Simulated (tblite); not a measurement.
Compound: C7H11NO.
Cartesian coordinates in Å at the GFN2-xTB level; atoms count from 1:
```xyz
20
C7H11NO angstrom
C     -4.0025   -0.3230   -1.6714
O     -2.6553   -0.2301   -1.2881
C     -2.4302   -0.1533    0.0545
C     -1.1997   -0.0546    0.5773
C      0.0080   -0.0179   -0.1915
C      1.2380    0.0839    0.3484
C      2.4442    0.1256   -0.4208
C      3.6957    0.2160    0.0670
N      4.0572    0.1945    1.3968
H     -4.0135   -0.3692   -2.7593
H     -4.5732    0.5527   -1.3417
H     -4.4736   -1.2262   -1.2665
H     -3.3114   -0.1761    0.6864
H     -1.1145   -0.0013    1.6532
H     -0.1070   -0.0799   -1.2642
H      1.3224    0.1367    1.4276
H      2.3280    0.0818   -1.4938
H      4.5372    0.2383   -0.6123
H      4.9303    0.6371    1.6317
H      3.3147    0.3757    2.0538
```

The geometry is computed with GFN2-xTB (gas phase).

Take the most abundant isotopes and a rigid rotor. The values belong to one conformer with, in the numbering `[CH3:1][O:2]\[CH:3]=[CH:4]/[CH:5]=[CH:6]/[CH:7]=[CH:8]\[NH2:9]`, C1–O2–C3–C4 180°, C3–C4–C5–C6 180°, C5–C6–C7–C8 -179°.

Q: What are A, B and C (MHz)?

A: Ia = 66.00, Ib = 1073.03, Ic = 1135.41 u·Å²; 505379 MHz·u·Å²/I gives A = 7657, B = 471.0, C = 445.1 MHz.

Q: What kind of rotor is it?

A: A near-prolate asymmetric top. Ray's parameter κ = (2B − A − C)/(A − C) = -0.993; −1 is the prolate and +1 the oblate limit.

Q: What does the inertial defect say?

A: Not planar: Δ = Ic − Ia − Ib = -3.62 u·Å². For a rigid frame Δ = −2 Σ m c², so Σ m c² = 1.81 u·Å² lies off the ab plane: 1.72 from hydrogen and 0.09 from heavier atoms. The atom farthest from that plane is 0.90 Å away.

Its GFN2-xTB frequencies are all real (lowest 36 cm⁻¹). These are rigid-rotor constants of the computed structure; measured ground-state constants (B0) also hold zero-point vibration.
